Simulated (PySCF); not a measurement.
Vertical excitations of a molecule C₂H₈O₂Si from TDDFT-PBE/def2-SVPD in PySCF, as energy in eV (oscillator strength): 6.36 (0.001), 6.87 (0.031), 7.01 (0.006), 7.02 (0.027), 7.38 (0.010), 7.49 (0.018), 7.56 (0.006), 7.67 (0.029), 7.75 (0.004), 7.93 (0.001). Lowest triplet (TDA): 6.22 eV. Geometry: PBE0-D3(BJ)/def2-SVP. The values are those of a single conformer.

**Question.** Pick the molecule that these values belong to.
(A) OCC[SiH2]O
(B) CC[SiH](O)O
(C) OC[C@@H](O)[SiH3]
(D) C[Si@H](O)CO

**Answer.** B, CC[SiH](O)O
